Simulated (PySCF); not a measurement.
C3H6OSi, SMILES C1=C[C@H](O1)[SiH3].

Geometry: PBE-D3(BJ)/def2-SVP. The structure was generated by enumeration; whether it is a known compound was not checked.

Two levels are set side by side: TDA-PBE/def2-SVPD (PySCF) and TDA-M06-2X/def2-SVPD (PySCF). Vertical, same geometry. The lowest singlet is HOMO→LUMO+1 96 % with PBE and HOMO→LUMO+3 64 %, HOMO→LUMO+1 15 % with the other functional; states are paired by order. Differences are taken from unrounded values.

```
quantity                               TDA-M06-2X  TDA-PBE  TDA-PBE minus TDA-M06-2X
-------------------------------------  ----------  -------  ------------------------
lowest singlet excitation (eV)               6.32     5.35                     -0.97
lowest triplet excitation (TDA) (eV)         4.26     3.97                     -0.29
first bright state (f over 0.05) (eV)        6.77     7.11                      0.33
its oscillator strength                      0.12     0.17                      0.05
```

Functionals without exact exchange tend to place singlet excitations lower, as here. Differences between two approximate levels are no errors against the true value.

Rough cost on one machine, each run with all the roots and properties that it gave: TDA-M06-2X against TDA-PBE about 10 times.
